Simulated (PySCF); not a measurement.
# Field gradients at the hydrogen positions

Compound: C₅H₆O₄.
SMILES with atom numbers: `[CH3:1][C@@H:2]1[CH2:3][O:4][C:5](=[O:6])[C:7](=[O:8])[O:9]1` (hydrogens: H10, H11, H12 on C1; H13 on C2; H14, H15 on C3)

Geometry (GFN2-xTB, Å), atoms numbered from 1 in this order:
```xyz
15
C5H6O4 angstrom
C     -1.9602    0.5863   -0.0557
C     -0.5350    0.1754   -0.3880
C     -0.1214   -1.1306    0.2813
O      1.1982   -1.4748   -0.1140
C      2.0992   -0.4817   -0.1896
O      3.2095   -0.6771   -0.5855
C      1.6284    0.9200    0.2628
O      2.3851    1.7139    0.7381
O      0.3323    1.2090    0.0869
H     -2.6602   -0.1431   -0.4514
H     -2.0845    0.6593    1.0212
H     -2.1683    1.5577   -0.4940
H     -0.4035    0.0807   -1.4764
H     -0.7537   -1.9632   -0.0304
H     -0.1701   -1.0237    1.3726
```

Level: PBE0/pcSseg-1 (PySCF, non-relativistic); Q(2H) = 0.00286 b; rigid geometry, the same for H and D, with no vibrational averaging.

Question: Rank these positions by the coupling χzz of a deuteron there, largest first.
A. H14 (methylene hydrogen)
B. H13 (methine hydrogen)
C. H12 (methyl hydrogen)
D. H15 (methylene hydrogen)

Answer: C (211 kHz), A (198 kHz), D (189 kHz), B (184 kHz).

Tabulate Vzz, the asymmetry η and χzz = 234.96 MHz × Q × Vzz for every hydrogen position.

| atom | bonded to | bond length (Å) | Vzz (au) | η | χzz (kHz) |
| --- | --- | --- | --- | --- | --- |
| H10 | C1 | 1.086 | 0.3155 | 0.03 | 212 |
| H11 | C1 | 1.087 | 0.3124 | 0.04 | 210 |
| H12 | C1 | 1.086 | 0.3137 | 0.03 | 211 |
| H13 | C2 | 1.100 | 0.2744 | 0.06 | 184 |
| H14 | C3 | 1.091 | 0.2942 | 0.07 | 198 |
| H15 | C3 | 1.098 | 0.2809 | 0.07 | 189 |

How does χzz go with the bond length over the 6 C–H bonds?

A straight-line fit has a slope of -18.7 kHz for each 0.01 Å, with a correlation coefficient of -0.99, over lengths from 1.086 to 1.100 Å. The longer bonds have the smaller couplings here.

One conformer (not necessarily the lowest) at the GFN2-xTB geometry, without solvent, vibrations or thermal averaging. GFN2-xTB bond lengths can be off by several hundredths of an ångström, more for odd bonds, and the gradients follow them. The small basis limits the accuracy of the gradients.
